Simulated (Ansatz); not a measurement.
Cost and result up the ladder for CoCl₂ (3 atoms). Charge 0, multiplicity 4. Geometry: PBE0-D4/def2-TZVP.

Cartesian coordinates in Å:
```
Co 0.000 0.000 0.000
Cl -0.697 -1.969 -0.004
Cl 0.697 1.969 0.004
```

Ansatz on 2 threads of Intel Xeon Platinum 8559C on a shared host. Times are rough, and most runs start from the orbitals of an earlier one. ωB97X-V/def2-TZVP serves as the yardstick here, not as an exact answer. Differences are given only for rows in sets of like size (and for xTB, whose basis is part of the method), since another set adds its own error. Binding counts from free atoms at the same level (Co quartet, Cl doublet; other spins of the atoms weren't run), without zero-point energy or a counterpoise term.

The 6-31G sets use Cartesian d functions. LC-ωPBE has ω = 0.4 bohr⁻¹. B3LYP takes the VWN-RPA correlation. Correlated methods freeze 15 core orbitals; core or outer-core shells of Co are correlated, in sets that lack core-valence functions.

Run but left out: LDA (SPW92)/def2-TZVP (an occupied level 0.13 eV above an empty one).

Correlated methods converge slowly with the basis (MP2 moves by 0.14 eV from def2-TZVP to def2-QZVPP here).

| level | functions | wall time |
| --- | --- | --- |
| PBE-D4/def2-SVP | 67 | 3.1 s |
| PBE0-D4/def2-SVP | 67 | 3.3 s |
| RPA@PBE/def2-TZVP | 119 | 3.8 s |
| B3LYP-D4/6-31G | 55 | 4.2 s |
| LC-ωPBE/def2-TZVP | 119 | 4.9 s |
| BLYP-D4/def2-TZVP | 119 | 5.5 s |
| B2PLYP/def2-TZVP | 119 | 7.5 s |
| PBE-QIDH/def2-TZVP (with forces) | 119 | 11 s |
| BHLYP-D4/def2-TZVP | 119 | 12 s |
| CAM-B3LYP-D4/def2-TZVP | 119 | 13 s |
| ωB97X-V/def2-TZVP | 119 | 24 s |
| CCSD(T)/def2-TZVPP | 148 | 24 s |
| B97M-V/def2-TZVP | 119 | 26 s |
| r2SCAN0-D4/def2-TZVP | 119 | 39 s |

(1) Estimate what each level gives for the binding energy per atom (eV).

Answers

(1) 
| level | binding energy per atom (eV) | difference from ωB97X-V/def2-TZVP (eV) |
| --- | --- | --- |
| PBE-D4/def2-SVP | 2.90 | – |
| PBE0-D4/def2-SVP | 2.68 | – |
| RPA@PBE/def2-TZVP | 2.30 | -0.38 |
| B3LYP-D4/6-31G | 2.47 | – |
| LC-ωPBE/def2-TZVP | 2.57 | -0.12 |
| BLYP-D4/def2-TZVP | 2.60 | -0.09 |
| B2PLYP/def2-TZVP | 2.53 | -0.15 |
| PBE-QIDH/def2-TZVP (with forces) | 2.65 | -0.04 |
| BHLYP-D4/def2-TZVP | 2.61 | -0.08 |
| CAM-B3LYP-D4/def2-TZVP | 2.60 | -0.09 |
| ωB97X-V/def2-TZVP | 2.69 | 0.00 |
| CCSD(T)/def2-TZVPP | 2.52 | -0.16 |
| B97M-V/def2-TZVP | 2.72 | 0.03 |
| r2SCAN0-D4/def2-TZVP | 2.69 | 0.00 |
